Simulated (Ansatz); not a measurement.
FeCl3. Total charge 0; sextet. Geometry relaxed at r2SCAN-D4/def2-SVP.

```xyz
4

Fe    0.008   -0.003    0.001
Cl   -0.759   -1.876   -0.708
Cl    0.747    1.448   -1.394
Cl    0.004    0.431    2.101
```

Task: Estimate the harmonic wavenumbers at UKS r2SCAN-D4/def2-SVP (Ansatz, unscaled). Is this a minimum?

Result: 84, 106, 106, 353, 464, 464 cm⁻¹. Yes, no mode is imaginary beyond noise. Zero-point energy 9.4 kJ/mol. Hardware: 4 threads of Arm Neoverse V1 on a shared host. Wall time 47 s.
